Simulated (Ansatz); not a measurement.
The same ligand exchange along the group B, Al, Ga, In.

Isolated molecules relaxed with PBE0-D4/def2-TZVP in Ansatz; ΔE leaves out vibrations. CCSD(T)/CBS adds triple-zeta CCSD(T) − MP2 to the extrapolated MP2 energy (def2 sets, frozen cores). This one scheme is used for every species. Functionals use def2-TZVPP. Elements past krypton have def2 core potentials. For Ga, In outer-core shells are correlated without core-valence functions, which leaves a few kJ/mol of doubt a bond. Scalar relativity is left out up to krypton. Each species was taken in one conformer, which may not be the lowest.

| reaction | HF/CBS(def2) (kJ/mol) | ωB97M-V (kJ/mol) | ωB97X-V (kJ/mol) | CCSD(T)/CBS(def2) (kJ/mol) |
| --- | --- | --- | --- | --- |
| `B[SiH2]F` + NH₃ → `B[SiH2]N` + H–F | 101 | 87 | 88 | 84 |
| `F[SiH2][AlH2]` + NH₃ → `N[SiH2][AlH2]` + H–F | 99 | 84 | 85 | 81 |
| `F[SiH2][GaH2]` + NH₃ → `N[SiH2][GaH2]` + H–F | 98 | 83 | 84 | 80 |
| `F[SiH2][InH2]` + NH₃ → `N[SiH2][InH2]` + H–F | 98 | 83 | 85 | 79 |

Largest T1 diagnostic: 0.014, for `F[SiH2][InH2]`.
